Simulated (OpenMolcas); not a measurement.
O³⁺: effect of the active space

| Quantity | Value |
| --- | --- |
| Program | OpenMolcas |
| Method | MS-CASPT2 or its RAS form, IPEA 0.25 Eh, imaginary shift 0.1 Eh |
| Basis | ANO-R2 |
| Scalar Hamiltonian | X2C, finite nucleus |
| Spin-orbit coupling | RASSI with atomic mean-field integrals over the reference wave functions, term energies averaged over their components |

A. 3 electrons in 4 orbitals (2s 2p); 2S+1 = 4 odd, 1 root; 2S+1 = 2 odd, 11 roots; 2S+1 = 4 even, 3 roots; 2S+1 = 2 even, 9 roots; closed shells correlated: 1s; CASPT2 step of the order of 1.9 core-seconds
B. 3 electrons in 8 orbitals (2s 2p 3s 3p); 2S+1 = 4 odd, 1 root; 2S+1 = 2 odd, 11 roots; 2S+1 = 4 even, 3 roots; 2S+1 = 2 even, 9 roots; closed shells correlated: 1s; CASPT2 step roughly 5 core-seconds
C. 3 electrons in 9 orbitals (RAS2 2s 2p; RAS3 3d, at most 2 electrons); 2S+1 = 4 odd, 1 root; 2S+1 = 2 odd, 11 roots; 2S+1 = 4 even, 3 roots; 2S+1 = 2 even, 9 roots; closed shells correlated: 1s; CASPT2 step about 10 core-seconds

Energies in eV above 2s2 2p 2P* 1/2, the measured ground level; measured values from Moore, Selected Tables of Atomic Spectra, NSRDS-NBS 3, section 10.

```
         Level       A       B       C  Measured
2s2 2p 2P* 1/2  0.0000  0.0000  0.0000    0.0000
2s2 2p 2P* 3/2  0.0437  0.0464  0.0433    0.0478
 2s 2p2 4P 1/2   8.693   8.715   8.780    8.8574
 2s 2p2 4P 3/2   8.709   8.731   8.796    8.8736
 2s 2p2 4P 5/2   8.734   8.756   8.821    8.8965
 2s 2p2 2D 3/2  15.776  15.769  15.817   15.7398
 2s 2p2 2D 5/2  15.776  15.769  15.817   15.7381
 2s 2p2 2S 1/2  20.450  20.462  20.537   20.3788
 2s 2p2 2P 1/2  22.628  22.566  22.543   22.3768
 2s 2p2 2P 3/2  22.659  22.597  22.573   22.4069
   2p3 4S* 3/2  28.590  28.610  28.669   28.7070
   2p3 2D* 3/2  31.748  31.776  31.709   31.6389
   2p3 2D* 5/2  31.748  31.777  31.710   31.6353
   2p3 2P* 1/2  36.022  35.965  36.035   35.8333
   2p3 2P* 3/2  36.024  35.969  36.037   35.8343
```

Deviations, from unrounded energies. A percentage is the sum of absolute deviations over the sum of measured energies, with the sign that they share, or ± where signs differ.

```csv
Against measurement,Levels,A,B,C
mean absolute deviation (cm-1),14,1100,920,850
fine structure of the ground term (%),1,-8.6,-3.1,-9.5
other configurations (%),13,±0.6,±0.6,±0.5
```

C lies closest to measurement on these levels and A furthest from it. The largest miss of C in the table is 2p3 2P* 3/2, by +1600 cm-1. The ranking rests on the paired levels alone, and a cruder setting can come out closer through cancelling errors.

The two smallest mean deviations differ by little beside CASPT2's spread within terms, so their order carries little weight.

Among A to C the level of the table that moves most is 2s 2p2 4P 1/2, by 700 cm-1 (lowest in A, highest in C). Moves below CASPT2's spread within the term are not significant.

CASPT2 does not keep the components of a term degenerate, so their means are used; among the terms shown or strongly mixed into the levels shown the widest spread is 500 cm-1 (2p3 2D*, A). Active for correlation alone: 3p 3s; no level in the range computed is led by a configuration that fills them, so any true level of that kind is missing (holds for B). Active for correlation alone: 3d; no level in the range computed is led by a configuration that fills it, so any true level of that kind is missing (holds for C). Computed and measured levels are paired by configuration, term and J; levels that our copy of the source lacks, or whose pairing is in doubt (as where it misses far off the trend of its configuration), stay unpaired and out of the deviations. Only configurations of the active space appear.

* marks odd parity.
